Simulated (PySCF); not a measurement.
Mapped SMILES: `[CH3:1][c:2]1[cH:3][cH:4][cH:5][cH:6][cH:7]1`. Each H is labelled by its parent atom.

Method: PBE0/pcSseg-1 with gauge-including orbitals, geometry from PBE0-D3(BJ)/def2-SVP, in PySCF 2.14.0 with density-fitted response routines (non-relativistic Hamiltonian, gas phase, averaged over atoms made equivalent by symmetry, fast rotation or ring inversion, one conformer).

References, each an isolated molecule treated in the same way: ¹³C vs TMS.

Q: Do the ¹³C shifts follow the atomic charges (in e)? Tabulate both.

A: 
```json
{"atoms": "C2", "hybridisation": "sp2", "δ (ppm)": "142.9", "σ para (ppm)": "-219", "Hirshfeld": "+0.01", "IAO": "+0.02", "Mulliken": "-0.32", "ESP-fitted": "+0.39"}
{"atoms": "C3/C7", "hybridisation": "sp2", "δ (ppm)": "134.5", "σ para (ppm)": "-202", "Hirshfeld": "-0.06", "IAO": "-0.16", "Mulliken": "-0.04", "ESP-fitted": "-0.32"}
{"atoms": "C4/C6", "hybridisation": "sp2", "δ (ppm)": "133.9", "σ para (ppm)": "-203", "Hirshfeld": "-0.05", "IAO": "-0.15", "Mulliken": "-0.09", "ESP-fitted": "-0.10"}
{"atoms": "C5", "hybridisation": "sp2", "δ (ppm)": "130.9", "σ para (ppm)": "-200", "Hirshfeld": "-0.06", "IAO": "-0.16", "Mulliken": "-0.09", "ESP-fitted": "-0.20"}
{"atoms": "C1", "hybridisation": "sp3", "δ (ppm)": "23.4", "σ para (ppm)": "-84", "Hirshfeld": "-0.11", "IAO": "-0.42", "Mulliken": "-0.15", "ESP-fitted": "-0.59"}
```

Correlation coefficients of δ with charge over these carbons: Hirshfeld +0.83, IAO +0.92, Mulliken -0.03, ESP-fitted +0.72; with the paramagnetic shielding -1.00. Among the 4 sp2 carbons alone: Hirshfeld +0.96, IAO +0.95, Mulliken -0.91, ESP-fitted +0.89. With so few points, grouped by hybridisation, these coefficients are fragile. Charge is one influence among several: hybridisation and low-lying excitations act through the paramagnetic term.

Shifts are as computed. Against solution values, carbons near 30 ppm lie about +2 ppm off and those near 130 ppm about +4 ppm. Of 246 compounds with measured shifts, 49 miss one by over three times the rms of a fit or turn the order of signals round; such compounds aren't used in these exercises.
